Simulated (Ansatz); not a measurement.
C₂H₆OSe (`C[Se]CO`). The species carries charge 0 and has multiplicity 1. Correlated methods include outer-core shells of Se, which these sets cover unevenly. Scalar relativity is left out up to krypton.

```xyz
10

C    -0.423   -0.663   -1.420
Se   -1.008   -0.825    0.425
C    -0.001    0.705    1.111
O     1.384    0.564    1.022
H    -0.886    0.203   -1.890
H     0.662   -0.578   -1.446
H    -0.731   -1.569   -1.939
H    -0.355    0.832    2.140
H    -0.271    1.586    0.530
H     1.630   -0.253    1.467
```

Give the diagnostics of a CCSD(T)/def2-TZVPP run (frozen core, the Gaussian-basis code of Ansatz). (An estimate is asked.)

Computed: T1 = 0.0098, largest single amplitude 0.011, largest double 0.022, (T) share of the correlation energy 3.7 %, 9 CCSD cycles. The RHF solution is stable towards an unrestricted one. T1 lies under the customary mark of 0.02 for closed shells.
